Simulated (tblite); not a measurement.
Compound: C₆H₁₂OSi₂.
Z-matrix (Å and degrees, GFN2-xTB geometry), rows numbered from 1:
```
C 
C   1  1.5292
C   2  1.5061  1  110.61
C   3  1.3303  2  124.47  1  -106.05
Si  4  1.8751  3  126.03  2   176.26
C   5  1.8862  4  115.87  3    43.37
C   6  1.3323  5  127.70  4   -29.87
Si  7  1.8804  6  126.79  5     1.93
O   3  1.3544  2  112.59  1    71.91
H   1  1.0877  2  110.49  3  -176.11
H   1  1.0874  2  109.94  3   -55.97
H   1  1.0877  2  110.18  3    63.65
H   2  1.0930  1  109.17  3   119.08
H   2  1.0905  1  110.13  3  -121.47
H   4  1.0805  3  116.57  2    -0.10
H   5  1.4730  4  106.68  3   162.13
H   5  1.4742  4  110.33  3   -79.36
H   6  1.0878  5  114.24  4   152.01
H   7  1.0872  6  118.21  5  -178.40
H   8  1.4592  7  112.72  6  -117.32
H   8  1.4717  7  107.57  6   117.41
```

Calculated harmonic vibrations of the isolated species, GFN2-xTB (tblite), most abundant isotopes, no scaling. Errors from tens to a few hundred cm⁻¹ against measured bands are possible. Modes of hydrogen on silicon can be 10 to 20 % off. One conformer, not necessarily the lowest.

Harmonic wavenumbers (cm⁻¹): 29.6, 36.9, 96.4, 115.5, 177.3, 196.9, 224.4, 250.5, 279.5, 342.4, 439.5, 492.7, 502.6, 520.4, 595.5, 611.6, 624.6, 650.7, 672.8, 694.4, 708.9, 732.8, 765.4, 774.1, 792.3, 808.7, 818.0, 862.9, 954.1, 972.2, 1066.1, 1077.0, 1083.6, 1149.9, 1187.7, 1230.9, 1297.9, 1309.8, 1342.4, 1404.6, 1467.7, 1495.1, 1501.6, 1635.3, 1668.1, 2161.6, 2175.2, 2181.2, 2292.5, 2966.2, 2967.6, 2989.8, 2994.2, 3031.4, 3036.9, 3043.0, 3064.0.

A = 1746, B = 898.7, C = 635.0 MHz; mass 156.043 u (most abundant isotopes); point group C1, symmetry number 1.

Task: Zero-point energy?

Result: ½Σν̃ = 34282 cm⁻¹ = 410.11 kJ/mol.

Task: What is S at 400 K and 1 bar for an ideal gas of classical rigid rotors and harmonic oscillators?

Result: Translation 177.95, rotation 129.84, vibration 206.26: S = 514.1 J/(mol K).

Task: And Cp and H(400 K) − H(0)?

Result: Cp = 240.71 J/(mol K), of which vibrations give 207.45 (their classical limit is 57 R = 473.9); H(400 K) − H(0) = 55.40 kJ/mol without the zero-point energy, 42.10 from vibrations.

Task: What must be added to the electronic energy to get the Gibbs energy at 400 K and 1 bar?

Result: ZPE + [H(400 K) − H(0)] − T·S = 410.11 + 55.40 − 205.62 = 259.89 kJ/mol.

Task: Blend soft modes into free rotors: weight 1/[1 + (100 cm⁻¹/ν̃)⁴] for the oscillator and the rest for a rotor with moment μB/(μ + B), μ = h/(8π²ν), B = 10⁻⁴⁴ kg m². What vibrational entropy results?

Result: 186.59 J/(mol K) in place of 206.26, which changes −T·S at 400 K by +7.87 kJ/mol.

Hindered rotation and anharmonicity are outside this model. Other conformers, if any are populated, would add a mixing term that is left out. The structure is chiral; the term R ln 2 for an equal mix with its mirror image is left out.
